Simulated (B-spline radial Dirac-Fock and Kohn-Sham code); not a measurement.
## Elastic scattering of 51.4 keV positrons by the free krypton atom

Calculated with a B-spline atomic structure program, using relativistic (Dirac) partial waves in the static field of the Dirac-Fock atom, without polarisation or absorption potentials.

| θ (°) | dσ/dΩ (a₀²/sr) | Sherman function |
| --- | --- | --- |
| 5 | 2.31 | 0.000 |
| 10 | 0.234 | 0.000 |
| 15 | 0.0543 | 0.001 |
| 20 | 0.0189 | 0.001 |
| 25 | 0.00829 | 0.002 |
| 30 | 0.00420 | 0.003 |
| 35 | 0.00236 | 0.004 |
| 40 | 0.00143 | 0.005 |
| 45 | 0.000919 | 0.005 |
| 50 | 0.000621 | 0.006 |
| 55 | 0.000437 | 0.007 |
| 60 | 0.000318 | 0.008 |
| 65 | 0.000239 | 0.009 |
| 70 | 0.000184 | 0.010 |
| 75 | 0.000144 | 0.010 |
| 80 | 0.000116 | 0.011 |
| 85 | 9.49e-05 | 0.011 |
| 90 | 7.89e-05 | 0.012 |
| 95 | 6.66e-05 | 0.012 |
| 100 | 5.70e-05 | 0.012 |
| 105 | 4.94e-05 | 0.012 |
| 110 | 4.34e-05 | 0.012 |
| 115 | 3.85e-05 | 0.012 |
| 120 | 3.45e-05 | 0.012 |
| 125 | 3.13e-05 | 0.011 |
| 130 | 2.87e-05 | 0.011 |
| 135 | 2.65e-05 | 0.010 |
| 140 | 2.47e-05 | 0.009 |
| 145 | 2.33e-05 | 0.008 |
| 150 | 2.21e-05 | 0.007 |
| 155 | 2.11e-05 | 0.006 |
| 160 | 2.04e-05 | 0.005 |
| 165 | 1.98e-05 | 0.004 |
| 170 | 1.94e-05 | 0.003 |
| 175 | 1.92e-05 | 0.001 |

The total elastic cross section is 0.497 a₀², the first transport cross section 0.00290 a₀² and the second, weighted with (3/2) sin²θ, 0.00725 a₀². The mean deflection is ⟨1 − cos θ⟩ = 0.00585, and 0.049 % of the collisions scatter beyond 90°.
